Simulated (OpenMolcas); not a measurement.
A run on Sc.

```json
{
 "Program": "OpenMolcas",
 "Method": "MS-CASPT2, IPEA 0.75 Eh, no level shift (closed shells correlated: 3s 3p)",
 "Basis": "ANO-RCC-VDZP [5s4p2d1f]",
 "Scalar Hamiltonian": "DKH2, point nucleus",
 "Active space": "3 electrons in 6 orbitals (3d 4s)",
 "State averaging": "2S+1 = 2 even, 29 roots (26 in the spin-orbit step); 2S+1 = 4 even, 10 roots kept (CI in the orbitals of an earlier block)",
 "Spin-orbit coupling": "RASSI with atomic mean-field integrals over the reference wave functions, term energies averaged over their components"
}
```

First CASPT2 step and the start of its output:

```
&CASPT2
Multistate=26 1 2 3 4 5 6 7 8 9 10 11 12 13 14 15 16 17 18 19 20 21 22
23 24 25 26
Frozen=2 3
IPEA=0.75
MaxIter=60
WThr=0.0 0.3 0.05
PrWF=0.5
NoMix
```

```
--- CASPT2 ---
Orbital specifications:
      -----------------------

      Symmetry species                           1   2
                                                ag  au
      Frozen orbitals                            2   3
      Inactive orbitals                          1   3
      Active orbitals                            6   0
      Secondary orbitals                         6  13
      Deleted orbitals                           0   0
      Number of basis functions                 15  19
Type of calculation                        MS-CASPT2
      Fock operator                              state-specific
      IPEA shift                                 0.75
      Real shift                                 0.00
      Imaginary shift                            0.00
      The input orbitals will be transformed to quasi-canonical
Reference energy:        -763.2614349751
      E2 (Non-variational):      -0.2651284275
      E2 (Variational):          -0.2651283492
      Total energy:            -763.5265633243
      Residual norm:              0.0000007773
      Reference weight:           0.92203
      Contributions to the CASPT2 correlation energy
      Active & Virtual Only:         -0.0287397124
      One Inactive Excited:          -0.0606977772
      Two Inactive Excited:          -0.1756909379
Reference energy:        -763.2614349751
      E2 (Non-variational):      -0.2650033673
      E2 (Variational):          -0.2650032898
      Total energy:            -763.5264382649
      Residual norm:              0.0000007730
      Reference weight:           0.92221
      Contributions to the CASPT2 correlation energy
      Active & Virtual Only:         -0.0286385924
      One Inactive Excited:          -0.0606745286
...
```

Over all roots the printed reference weights run from 0.46 to 0.95, and roots that are degenerate in the reference spread by up to 1100 cm-1.

Task: Did the run give usable levels, and if not, why?

Result: No. The equations converged, but the reference weight falls to 0.46 for at least one root against 0.95 for the best. A drop of that size marks an intruder state, so the energies of such roots and the levels built on them can't be trusted.
